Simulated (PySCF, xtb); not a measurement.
SeF3, SMILES F[Se+](F)F, charge +1.

GFN2-xTB (xtb) at its own geometry gives an orbital gap of 6.21 eV.

The structure is a stationary point at TPSSh-D3(BJ)/def2-SVP. The spin state was assumed, not searched. The isomer is the one that the SMILES or the coordinates give; other isomers of the formula were not compared.

Problem. What does PBE/def2-TZVPD (PySCF) give? (An estimate is asked for; the answer gives what the named calculation found.)

Solution. gap 6.65 eV (levels -17.34 and -10.69 eV).
